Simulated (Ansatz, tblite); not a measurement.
Removing and adding an electron: CdBr2 (the lowest singlet isomer of a short search). The state is a singlet with charge 0. Geometry: B3LYP-D4/def2-TZVP. Ansatz, gas phase; energy differences of separate SCF runs; the oxidised species was run as a doublet alone; the reduced species was run as a doublet alone.

```csv
atom,x (Å),y (Å),z (Å)
Cd1,-0.0010,-0.0007,0.0008
Br2,1.0118,0.9162,2.0040
Br3,-1.0108,-0.9155,-2.0049
```

In the def2 sets Cd takes a core potential; there is no spin–orbit coupling. The xTB rows come from tblite. HOMO above LUMO, or a gap near zero within one spin, warns that the state may not be the lowest or that an electron is smeared out. The structure comes from a short search, and lower isomers may exist.

```tsv
level	−HOMO (eV)	vertical IE (eV)	−LUMO (eV)	vertical EA (eV)	HOMO–LUMO gap (eV)	IE − EA (eV)	remarks
GFN1-xTB	10.98	14.54	6.78	4.27	4.20	10.27	–
r2SCAN-D4/def2-TZVP	7.46	10.17	3.08	–	4.38	–	–
r2SCAN-D4/def2-TZVPD	7.48	–	3.11	0.82	4.37	–	HOMO above zero (-1 doublet)
PBE0-D4/def2-TZVPD	8.41	–	2.47	0.79	5.94	–	HOMO above zero (-1 doublet)
```

Task: Estimate the rows for GFN2-xTB, PBE-D4/def2-TZVP, PBE-D4/def2-TZVPD, PBE0-D4/def2-TZVP.

Result: 
```csv
level,−HOMO (eV),vertical IE (eV),−LUMO (eV),vertical EA (eV),HOMO–LUMO gap (eV),IE − EA (eV),remarks
GFN2-xTB,11.74,14.90,6.96,3.57,4.78,11.33,–
PBE-D4/def2-TZVP,7.14,9.94,3.27,–,3.87,–,gap within one spin near zero (+1 doublet)
PBE-D4/def2-TZVPD,7.18,–,3.32,0.88,3.86,–,HOMO above zero (-1 doublet)
PBE0-D4/def2-TZVP,8.39,10.36,2.43,–,5.96,–,–
```

   A HOMO above zero means that the electron is unbound at that level or that self-interaction error raises the level; the energy of removing that electron tells which. Raw xTB energy differences between charge states are shifted by several eV; the methods need an empirical correction for them.
